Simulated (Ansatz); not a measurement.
Reactions of C$_{3}$H$_{6}$BN (`BN=C1CC1`).

Gas-phase electronic energies from Ansatz, PBE0-D4/def2-TZVP geometries. CCSD(T)/CBS adds triple-zeta CCSD(T) − MP2 to the extrapolated MP2 energy (def2 sets, frozen cores). This one scheme is used for every species, atoms too. DFT in def2-TZVPP. Open shells (•) are unrestricted, without spin–orbit coupling. Spin–orbit coupling would lower the free atoms: a little for B, C. One conformer a species, not always the lowest.

```tsv
reaction	r2SCAN-D4 (eV)
`BN=C1CC1` → `BNC=C=C`	-0.32
`BN=C1CC1` → `BC1(C)C=N1`	1.44
`BN=C1CC1` → `BCN=C=C`	0.96
`BN=C1CC1` → B• + 3 C• + 6 H• + N•	46.75
`BN=C1CC1` → `NBC1C=C1`	0.08
`BN=C1CC1` → `C=C1CBN1`	-1.04
`BN=C1CC1` → `BC1C=CN1`	1.08
```

Give the CCSD(T)/CBS values in the same order. (Best estimate.)

Computed: -0.51, 1.18, 0.86, 46.09, -0.20, -1.27, 0.93 eV.

Largest T1 diagnostic: 0.015, for `BC1C=CN1`.
